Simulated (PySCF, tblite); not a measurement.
Bond stretch in SMILES [GeH4] (H₄Ge). The Ge1–H5 bond (Ge1 also carries H, H, H; H5 carries nothing else) is pulled apart rigidly from the PBE0/def2-TZVP optimised geometry.

Computed with: CASSCF(2,2)/cc-pVDZ (PySCF); UHF/LANL2DZ = unrestricted Hartree-Fock/LANL2DZ, with its core potentials past Ne in PySCF; GFN2-xTB, 300 K electronic temperature (tblite); RKS-B3LYP = PySCF with restricted B3LYP/cc-pVDZ.

Energies are in kcal/mol, each relative to the lowest point of its own curve near equilibrium.

```csv
R / Å,"CASSCF(2,2)",UHF/LANL2DZ,GFN2-xTB,RKS-B3LYP
1.24,30.9,27.6,22.2,27.8
1.29,20.2,17.6,12.1,17.8
1.38,7.8,6.1,2.7,6.4
1.45,2.6,1.6,0.3,1.8
1.48,1.3,0.6,0.0,0.8
1.53,0.2,0.0,0.3,0.0
1.57,0.0,0.3,1.1,0.1
1.61,0.4,1.1,2.2,0.8
1.68,2.2,3.6,4.7,3.0
1.80,7.5,10.4,10.1,9.0
1.90,13.2,17.6,15.1,15.3
2.09,25.3,33.0,25.5,28.6
2.29,37.8,47.3,36.8,42.9
2.52,50.3,56.6,49.0,58.1
2.78,61.2,61.9,61.4,73.0
3.08,69.5,64.7,73.1,87.1
3.39,74.3,66.0,82.4,98.4
3.75,77.0,66.6,90.0,108.2
4.14,78.1,66.8,95.1,115.8
4.65,78.6,66.9,—,122.3
5.39,78.8,67.0,—,127.5
```

At the longest distance, 5.39 Å, RKS-B3LYP lies highest above its minimum (127.5 kcal/mol) and UHF/LANL2DZ lowest (67.0 kcal/mol).

A dash means that the run gave no value there, or that the column was ended at a point which the program doubted or which failed a test of continuity chosen for this set; such a test can also cut sound points.

The unrestricted determinant behind UHF/LANL2DZ is spin-contaminated at 2.29 to 5.39 Å (<S²> up to 1.0, against 0.00 for a pure singlet). At the longest distance RKS-B3LYP leaves fractional charges on the fragments, a sign of delocalisation error or of the restricted form. The restricted form behind RKS-B3LYP keeps the bonding electrons paired and can't separate into open-shell fragments.
